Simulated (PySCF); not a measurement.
LiZn⁻: input and log

State: ¹Σ⁺ (singlet), closed shell.

An equivalent input (the run itself took its basis sets from the Basis Set Exchange, started from a PBE0 density and held the occupation σ 9α 9β, πx 3α 3β, πy 3α 3β, δx 1α 1β, δy 1α 1β):

```python
from pyscf import gto, dft
mol = gto.M(atom='Li 0 0 0; Zn 0 0 3.37', basis={'Li': 'aug-pcseg-1', 'Zn': 'aug-pcseg-1'},
            charge=-1, spin=0, verbose=4, symmetry='C2v')
mf = dft.UKS(mol, xc='M06')
mf.grids.atom_grid = (80, 434)
mf.grids.prune = dft.gen_grid.treutler_prune
mf.irrep_nelec = {'A1': (10, 10), 'A2': (1, 1), 'B1': (3, 3), 'B2': (3, 3)}
mf.conv_tol = 1e-9
mf.max_cycle = 60
mf.diis_space = 10
mf.kernel()
```

The log (some set-up lines and the per-cycle HOMO/LUMO lines removed):

```
******** <class 'pyscf.dft.uks_symm.SymAdaptedUKS'> ********
method = SymAdaptedUKS
damping factor = 0
level_shift factor = 0
DIIS = <class 'pyscf.scf.diis.CDIIS'>
diis_start_cycle = 1
diis_space = 10
diis_damp = 0
SCF conv_tol = 1e-09
SCF conv_tol_grad = None
SCF max_cycles = 60
number electrons alpha = 17  beta = 17
Set gradient conv threshold to 3.16228e-05
init E= -1786.66423768042
cycle= 1 E= -1786.66576042599  delta_E= -0.00152  |g|= 0.0316  |ddm|= 0.214
cycle= 2 E= -1786.66556997598  delta_E= 0.00019  |g|= 0.0422  |ddm|= 0.0767
cycle= 3 E= -1786.66615281201  delta_E= -0.000583  |g|= 0.00263  |ddm|= 0.036
cycle= 4 E= -1786.66615925253  delta_E= -6.44e-06  |g|= 0.000781  |ddm|= 0.012
cycle= 5 E= -1786.66616145183  delta_E= -2.2e-06  |g|= 0.000393  |ddm|= 0.00868
cycle= 6 E= -1786.66616192738  delta_E= -4.76e-07  |g|= 0.000147  |ddm|= 0.00391
cycle= 7 E= -1786.66616197039  delta_E= -4.3e-08  |g|= 1.93e-05  |ddm|= 0.00215
cycle= 8 E= -1786.6661619715  delta_E= -1.11e-09  |g|= 6.51e-06  |ddm|= 0.000602
cycle= 9 E= -1786.66616197158  delta_E= -7.96e-11  |g|= 6.66e-07  |ddm|= 6.7e-05
Extra cycle  E= -1786.66616197158  delta_E= -2.27e-12  |g|= 6.28e-07  |ddm|= 1.42e-05
converged SCF energy = -1786.66616197158  <S^2> = -1.4210855e-14  2S+1 = 1
```

Repeating this along the bond gives Re = 3.470 Å and ωe = 102 cm⁻¹.

A point of this curve took 1.2 CPU seconds beside 0.21 for the integrals, on Arm Neoverse V2 (shared host).

Closed-shell solutions of metal pairs were not tested for spin polarisation, which can lower them a little. The highest Kohn–Sham level is positive in this anion. Much of that is self-interaction error, but it also means that the finite basis helps to hold the extra electron.
